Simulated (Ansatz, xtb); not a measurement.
Molecule: C₂Cl₅ (charge 0, doublet). It need not be the lowest isomer of its formula. 
Structure (B3LYP-D3(BJ)/def2-TZVP (Ansatz, an electronic-structure program) minimum search):
SMILES: Cl[C](Cl)C(Cl)(Cl)Cl
```xyz
7

C      0.9051     0.0651    -0.1872
C     -0.5849     0.0456    -0.0727
Cl    -1.2485     1.6971    -0.1753
Cl    -1.3056    -0.9425    -1.3699
Cl    -1.0691    -0.6709     1.5335
Cl     1.7837     1.2594     0.6495
Cl     1.7265    -1.3822    -0.5460
```
Charge 0, spin multiplicity 2.

Harmonic wavenumbers from GFN2-xTB (xtb, at its own minimum), cm⁻¹: 31, 99, 137, 197, 199, 226, 299, 299, 367, 414, 509, 686, 701, 867, 1117.

Problem. Give the harmonic wavenumbers at B3LYP-D3(BJ)/def2-TZVP (Ansatz, finite differences of forces, unscaled).

Solution. 40, 128, 173, 229, 231, 260, 327, 339, 407, 452, 623, 726, 777, 951, 1123 cm⁻¹. Zero-point energy 9.7 kcal/mol.
